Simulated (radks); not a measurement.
Neutral praseodymium, configuration [Xe] 4f3 6s2. Calculated with a radial shooting solver on a logarithmic mesh with Libxc functionals: scalar-relativistic Kohn-Sham, r2SCAN, spin-unpolarised, spherical densities, finite nucleus; meta-GGA in the generalised Kohn-Sham scheme; Fermi nuclear charge, rms radius 4.8919 fm. Some entries of the table are withheld. Estimate them.

orbital  occ.  eigenvalue (eV)  <1/r> (bohr^-1)  <r> (bohr)
1s          2        -41880.76            64.68     0.02410
2s          2        -6757.470            14.94      0.1030
2p          6        -6043.160            14.11     0.09056
3s          2        -1465.491            5.447      0.2718
3p          6        -1237.964              (1)      0.2701
3d         10        -918.7796              (2)      0.2475
4s          2        -294.6739            2.261         (3)
4p          6        -219.9312            2.085      0.6595
4d         10        -112.6751              (4)      0.7277
5s          2         -40.3211              (5)       1.514
5p          6         -22.3181           0.7382       1.764
6s          2          -3.5239           0.2708       4.583
4f          3          -0.9137            1.176       1.208

Answer. 
(1) 3p <1/r> (bohr^-1): 5.146
(2) 3d <1/r> (bohr^-1): 4.874
(3) 4s <r> (bohr): 0.6228
(4) 4d <1/r> (bohr^-1): 1.818
(5) 5s <1/r> (bohr^-1): 0.8701
